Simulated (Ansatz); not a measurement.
`C#C[SiH2]C#N` + `OC(F)[SiH3]` → `N#CC(O)(F)[SiH3]` + `C#C[SiH3]` at 700 K and 1 bar (formal exchange of groups at a C–Si bond).

Program: Ansatz. Geometries: PBE0-D4/def2-TZVP. ΔE: electronic, gas phase. CBS: MP2 limit from def2 TZ/QZ plus the TZ coupled-cluster correction, frozen cores. Each species was taken in one conformer, which may not be the lowest.

```tsv
species	CCSD(T)/CBS energy (Eh)	H − E (kJ/mol)	S (J/(mol·K))
`C#C[SiH2]C#N`	-459.67292	184.4	425.0
`OC(F)[SiH3]`	-505.08050	221.3	411.3
`N#CC(O)(F)[SiH3]`	-597.20735	232.1	473.7
`C#C[SiH3]`	-367.52081	166.7	346.4
```

H − E and S are ideal-gas, rigid-rotor, harmonic terms from PBE0-D4/def2-TZVP, for one conformer and one mirror image of each species. 1 Eh = 2625.50 kJ/mol, R = 8.31446 J/(mol·K).

Task: By hand: ΔE, ΔH, ΔS and ΔG.

Result: ΔE = (-597.20735) + (-367.52081) − (-459.67292) − (-505.08050) = 0.02526 Eh = 66.3 kJ/mol. Δ(H − E) = 232.1 + 166.7 − 184.4 − 221.3 = -6.9, so ΔH = 59.4 kJ/mol. ΔS = 473.7 + 346.4 − 425.0 − 411.3 = -16.2 J/(mol·K). ΔG = 59.4 − 700 × (-16.2)/1000 = 70.7 kJ/mol.

Task: By hand: the equilibrium constant, and the temperature at which ΔG would vanish if ΔH and ΔS stayed fixed.

Result: log₁₀ K = −ΔG/(RT ln 10) = -5.3. ΔH and −TΔS have one sign here, so there is no such temperature.

ΔH outweighs TΔS. A doubt of 5 kJ/mol in ΔE shifts log₁₀ K by 0.4 here. Other conformers and mirror images would add mixing entropy, several J/(mol·K) or more a flexible species. These are equilibria of isolated gas molecules and say nothing of rates. Largest T1 diagnostic: 0.014 (customary marks: 0.02 for closed shells, 0.045 for open ones).
